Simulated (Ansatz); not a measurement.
`FB[O][GeH3]` + `N[SiH3]` → `FBN[SiH3]` + `[OH][GeH3]` at 500 K and 1 bar (ligand exchange at a B–O bond).

Calculated with Ansatz (gas phase, PBE0-D4/def2-TZVP geometries, no zero-point term in ΔE). CCSD(T)/CBS is the MP2 limit (def2-TZVPP, def2-QZVPP) plus CCSD(T) − MP2 in def2-TZVPP, frozen cores. This one scheme is used for every species. For Ge outer-core shells are correlated without core-valence functions, which leaves a few kJ/mol of doubt a bond. Scalar relativity is left out up to krypton. One conformer a species, not always the lowest.

| species | CCSD(T)/CBS energy (Eh) | H − E (kJ/mol) | S (J/(mol·K)) |
| --- | --- | --- | --- |
| `FB[O][GeH3]` | -2278.39547 | 153.5 | 381.4 |
| `N[SiH3]` | -346.80422 | 161.3 | 303.9 |
| `FBN[SiH3]` | -471.49367 | 191.1 | 371.5 |
| `[OH][GeH3]` | -2153.69723 | 124.0 | 309.0 |

H − E and S are ideal-gas, rigid-rotor, harmonic terms from PBE0-D4/def2-TZVP, for one conformer and one mirror image of each species. 1 Eh = 2625.50 kJ/mol, R = 8.31446 J/(mol·K).

Task: By hand: ΔE, ΔH, ΔS and ΔG.

Result: ΔE = (-471.49367) + (-2153.69723) − (-2278.39547) − (-346.80422) = 0.00879 Eh = 23.1 kJ/mol. Δ(H − E) = 191.1 + 124.0 − 153.5 − 161.3 = 0.3, so ΔH = 23.4 kJ/mol. ΔS = 371.5 + 309.0 − 381.4 − 303.9 = -4.8 J/(mol·K). ΔG = 23.4 − 500 × (-4.8)/1000 = 25.8 kJ/mol.

Task: By hand: the equilibrium constant, and the temperature at which ΔG would vanish if ΔH and ΔS stayed fixed.

Result: log₁₀ K = −ΔG/(RT ln 10) = -2.7. ΔH and −TΔS have one sign here, so there is no such temperature. One of them is within its doubt of zero, so this could turn.

The number of gas molecules stays the same, so ΔS is small and ΔH decides. A doubt of 5 kJ/mol in ΔE shifts log₁₀ K by 0.5 here. Other conformers and mirror images would add mixing entropy, several J/(mol·K) or more a flexible species. These are equilibria of isolated gas molecules and say nothing of rates. Largest T1 diagnostic: 0.013 (customary marks: 0.02 for closed shells, 0.045 for open ones).
